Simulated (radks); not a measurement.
These are the eigenvalues of the occupied orbitals of an atom or ion with whole-number occupations (Ry). All-electron calculation, Dirac Kohn-Sham, BLYP, spin-unpolarised, spherical densities, point nucleus. Program: a radial shooting solver on a logarithmic mesh with Libxc functionals.

1s1/2: -703.2729
2s1/2: -88.25525
2p1/2: -78.11330
2p3/2: -76.35712
3s1/2: -12.55530
3p1/2: -9.33550
3p3/2: -9.10607
3d3/2: -3.74409
3d5/2: -3.71499

Which element is it, and in what charge state? The configuration may be excited. Open shells, if any, are shared by 2j + 1.

Answer. Z = 30, zinc, charge +3: Zn3+ in [Ar] 3d9. The list shows which subshells hold electrons but not how many an open one holds; the 1s level, -351.64 hartree, gives Z - s = 26.5 by -(Z - s)^2/2, which with screening and relativity narrows Z to a few neighbours, and the depths of the outer levels then fix element, charge and occupations together.
